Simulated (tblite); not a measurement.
Isomers of C6H6N4. Calculated harmonic vibrations of the isolated species, GFN2-xTB (tblite), most abundant isotopes, no scaling. Errors from tens to a few hundred cm⁻¹ against measured bands are possible. One conformer each.

Electronic energies: GFN2-xTB at the same geometries; isomer energies are rough at this level and their order can be wrong.

```csv
SMILES,"electronic energy, lowest = 0 (kJ/mol)"
Cc1nnnc(C#N)c1C,59.4
Cc1nnc(C)c(C#N)n1,0.0
C=Cc1nn(C)nc1C#N,20.0
N#Cc1cnn(C2CC2)n1,13.4
```

Task: How do GFN2-xTB zero-point energies change the relative energies?

Result: 
| SMILES | ZPE (kJ/mol) | of it from modes above 1550 cm⁻¹ | electronic (kJ/mol) | with ZPE, lowest = 0 (kJ/mol) | lowest mode (cm⁻¹) | rings |
| --- | --- | --- | --- | --- | --- | --- |
| Cc1nnc(C)c(C#N)n1 | 299.2 | 123.1 | 0.0 | 0.0 | 21 | 1 |
| N#Cc1cnn(C2CC2)n1 | 308.9 | 126.3 | 13.4 | 23.2 | 51 | 2 |
| C=Cc1nn(C)nc1C#N | 302.6 | 134.2 | 20.0 | 23.3 | 33 | 1 |
| Cc1nnnc(C#N)c1C | 300.2 | 122.8 | 59.4 | 60.3 | 60 | 1 |

The zero-point energies span 9.7 kJ/mol, from `Cc1nnc(C)c(C#N)n1` to `N#Cc1cnn(C2CC2)n1`. The order is unchanged.

Task: What do entropy and thermal enthalpy add at 298.15 K and 1 bar (rigid rotor, harmonic oscillator, one conformer each)?

Result: 
| SMILES | point group | symmetry number | S (J/(mol K)) | H − H(0) (kJ/mol) | ZPE + H − H(0) − TS (kJ/mol) |
| --- | --- | --- | --- | --- | --- |
| N#Cc1cnn(C2CC2)n1 | Cs | 1 | 384.9 | 24.59 | 218.8 |
| C=Cc1nn(C)nc1C#N | C1 | 1 | 411.2 | 27.82 | 207.8 |
| Cc1nnnc(C#N)c1C | Cs | 1 | 403.5 | 27.83 | 207.7 |

Not tabulated: `Cc1nnc(C)c(C#N)n1` (lowest mode only 21 cm⁻¹).
